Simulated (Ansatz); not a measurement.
```yaml
crystal:
  periodic: [false, false, false]
  atoms:
    - {symbol: O, position_ang: [0.042511, 1.486187, -3.713406]}
    - {symbol: C, position_ang: [-0.561655, 0.441996, -3.423945]}
    - {symbol: C, position_ang: [-0.601352, -0.114714, -2.120146]}
    - {symbol: C, position_ang: [0.063389, 0.524108, -1.097607]}
    - {symbol: O, position_ang: [0.721641, 1.632101, -1.336903]}
    - {symbol: C, position_ang: [0.107067, 0.060260, 0.294363]}
    - {symbol: C, position_ang: [0.833176, 0.793907, 1.232661]}
    - {symbol: C, position_ang: [0.893085, 0.379781, 2.551668]}
    - {symbol: C, position_ang: [0.229494, -0.770553, 2.951285]}
    - {symbol: C, position_ang: [-0.496221, -1.506597, 2.024352]}
    - {symbol: C, position_ang: [-0.557553, -1.095204, 0.706000]}
    - {symbol: H, position_ang: [-1.102330, -0.091304, -4.222156]}
    - {symbol: H, position_ang: [-1.148950, -1.028582, -1.953701]}
    - {symbol: H, position_ang: [0.596447, 1.816622, -2.332695]}
    - {symbol: H, position_ang: [1.347864, 1.690115, 0.912439]}
    - {symbol: H, position_ang: [1.460703, 0.957784, 3.271479]}
    - {symbol: H, position_ang: [0.276374, -1.094917, 3.984491]}
    - {symbol: H, position_ang: [-1.016849, -2.405806, 2.331923]}
    - {symbol: H, position_ang: [-1.128837, -1.679484, -0.003804]}
basis:
  gaussian: {orbitals: aug-cc-pVDZ, point_charges: [{charge: 0.50, position_ang: [4.246, 0.053, -0.285]}]}
magnetization: {spin_polarized: false, initial_magnetization: 2}
hamiltonian: {xc: {name: r2SCAN}, dispersion: rvv10}
output: {forces: true}
```

```sh
$ ansatz run in.yaml --threads 4 --pin off --events-out ev --progress --plain --max-ram 66560MiB --backend cuda --devices 0, --max-vram 37GiB
```

Output, abridged:

```
Functional definition: r2SCAN+rVV10
2892 factors; their error is unknown
mean field evaluation 1: about -13525.6611 eV, gradient 8.6e1 eV
mean field evaluation 2: about -13449.5492 eV, gradient 1.7e2 eV
mean field evaluation 4: about -13541.1379 eV, gradient 3.8e1 eV
mean field evaluation 8: about -13545.7007 eV, gradient 9.8e0 eV
mean field evaluation 16: about -13545.9759 eV, gradient 2.2e-1 eV
mean field evaluation 32: about -13545.8815 eV, gradient 2.2e-4 eV
mean field -13545.88146562 eV, -497.8019621333 hartree, gradient 3.1e-5 eV, S^2 2.000000; 10 other end points of the search recorded, 0 dependent functions left out
reference -13545.88152773 eV, -497.8019644156 hartree; 40, 38 occupied and 285, 287 virtual orbitals, 2892 factors
Total energy: -13545.88152773 eV, -497.8019644156 hartree
Atom 0 at     0.042511     1.486187    -3.713406 Å, force     1.127741     1.838094    -0.393852 eV/Å
Atom 1 at    -0.561655     0.441996    -3.423945 Å, force    -1.463223    -1.995464    -0.738009 eV/Å
Atom 2 at    -0.601352    -0.114714    -2.120146 Å, force    -1.002391    -0.763466    -2.010517 eV/Å
Atom 3 at     0.063389     0.524108    -1.097607 Å, force     0.914513    -0.315009     4.782471 eV/Å
Atom 4 at     0.721641     1.632101    -1.336903 Å, force     0.917702     1.355581    -0.500178 eV/Å
Atom 5 at     0.107067     0.060260     0.294363 Å, force    -0.175572     0.684341    -2.598109 eV/Å
Atom 6 at     0.833176     0.793907     1.232661 Å, force     0.700592     0.539865     0.782886 eV/Å
Atom 7 at     0.893085     0.379781     2.551668 Å, force     0.360172     0.586184    -0.333891 eV/Å
Atom 8 at     0.229494    -0.770553     2.951285 Å, force    -0.083660    -0.412649     0.738327 eV/Å
Atom 9 at    -0.496221    -1.506597     2.024352 Å, force    -0.289744    -0.318579    -0.331517 eV/Å
Atom 10 at    -0.557553    -1.095204     0.706000 Å, force    -0.524751    -0.944848     0.316481 eV/Å
Atom 11 at    -1.102330    -0.091304    -4.222156 Å, force    -0.108075    -0.116853    -0.070929 eV/Å
Atom 12 at    -1.148950    -1.028582    -1.953701 Å, force    -0.195609    -0.289933     0.023465 eV/Å
Atom 13 at     0.596447     1.816622    -2.332695 Å, force     0.008066     0.140014    -0.050858 eV/Å
Atom 14 at     1.347864     1.690115     0.912439 Å, force     0.083224     0.304926    -0.034745 eV/Å
Atom 15 at     1.460703     0.957784     3.271479 Å, force     0.136969     0.176613     0.212230 eV/Å
Atom 16 at     0.276374    -1.094917     3.984491 Å, force     0.001356    -0.077458     0.260778 eV/Å
Atom 17 at    -1.016849    -2.405806     2.331923 Å, force    -0.140061    -0.225551     0.080783 eV/Å
Atom 18 at    -1.128837    -1.679484    -0.003804 Å, force    -0.178987    -0.192945    -0.150360 eV/Å
Dipole moment:    -0.498277    -0.558443     0.288594 e Å
```

Run time 16 s (4 threads of an AMD EPYC 7R13 on a shared host and a share of an NVIDIA H100 80 GB); peak host memory 1.1 GiB.
